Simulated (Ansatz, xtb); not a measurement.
Ranking isomers of CH4STe

4 gas-phase structures of CH4STe, found in a search over its isomers (lower ones may exist). Each was relaxed with GFN2-xTB; where two conformers were screened, the lower at r2SCAN-D4/def2-SVP is listed:

A. `C[Te]S`, a singlet
B. `C[TeH]=S`, a singlet
C. `CS[TeH]`, a singlet
D. `SC[TeH]`, a singlet

Q: Estimate their order in r2SCAN-D4/def2-SVP energy at these geometries, lowest first.

A: Calculated order at r2SCAN-D4/def2-SVP: A (0.0), C (14.2), D (72.0), B (108.5) kJ/mol.

Energies above the lowest of each column, in kJ/mol; the last columns are at PBE0-D3(BJ)/def2-SVP geometries and were run for some of them only (a dash: not run or not comparable):

```json
{"structure": "A", "GFN2-xTB": "9.5", "HF/STO-3G": "0.0", "r2SCAN-D4/def2-SVP": "0.0", "PBE0-D3(BJ)/def2-SVP": "0.0", "CCSD(T)/def2-TZVP": "0.0"}
{"structure": "C", "GFN2-xTB": "0.0", "HF/STO-3G": "6.2", "r2SCAN-D4/def2-SVP": "14.2", "PBE0-D3(BJ)/def2-SVP": "14.1", "CCSD(T)/def2-TZVP": "21.2"}
{"structure": "D", "GFN2-xTB": "97.3", "HF/STO-3G": "81.6", "r2SCAN-D4/def2-SVP": "72.0", "PBE0-D3(BJ)/def2-SVP": "71.4", "CCSD(T)/def2-TZVP": "77.7"}
{"structure": "B", "GFN2-xTB": "37.7", "HF/STO-3G": "325.5", "r2SCAN-D4/def2-SVP": "108.5", "PBE0-D3(BJ)/def2-SVP": "–", "CCSD(T)/def2-TZVP": "–"}
```

CCSD(T)/def2-TZVP puts A lowest of those it was run on; GFN2-xTB picks C. Flexible structures stand in one conformer each, not always the lowest. Frequencies (PBE0-D3(BJ)/def2-SVP) were run for A, C, D alone. Atoms past krypton carry core potentials in the def2 sets, without spin–orbit terms.

Over these structures GFN2-xTB departs from r2SCAN-D4/def2-SVP by 29.9 kJ/mol on average once a common shift is removed. A GFN2-xTB relaxation took about 0.085 s and the r2SCAN-D4/def2-SVP energy about 3.9 s on a shared host (Ansatz 0.2.0, xtb 6.7.1).
